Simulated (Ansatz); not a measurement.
Reaction (ligand exchange at a Ge–N bond): `C[N]([GeH3])BF` + `CO[SiH2]S` → `CO[SiH2][S][GeH3]` + `CNBF`

Calculated with Ansatz (gas phase, PBE0-D4/def2-TZVP geometries, no zero-point term in ΔE). CBS: MP2 limit from def2 TZ/QZ plus the TZ coupled-cluster correction, frozen cores. This one scheme is used for every species. DFT in def2-TZVPP. B3LYP here is the variant with VWN-RPA as its local correlation; programs differ in this. For Ge outer-core shells are correlated without core-valence functions, which leaves a few kJ/mol of doubt a bond. Scalar relativity is left out up to krypton. Each species was taken in one conformer, which may not be the lowest.

(1) Is it downhill or uphill in electronic energy at CCSD(T)/CBS, and by how much? (Best estimate.)

(2) What do these levels give: B3LYP-D4, CCSD/def2-TZVPP, CCSD(T)/def2-TZVPP, HF/CBS(def2), MP2/CBS(def2), CCSD/CBS(def2)? (Best estimate.)

Largest T1 diagnostic among the species: 0.012.

Answers

(1) Ansatz gave: Downhill: ΔE = -0.53 eV.

(2) The calculation gave: B3LYP-D4 -0.58, CCSD/def2-TZVPP -0.49, CCSD(T)/def2-TZVPP -0.49, HF/CBS(def2) -0.55, MP2/CBS(def2) -0.56, CCSD/CBS(def2) -0.53 eV.

In def2-TZVPP, CCSD(T) changes the Hartree–Fock value by +0.07 eV (the triples alone add +0.00 eV) and MP2 by +0.04 eV.
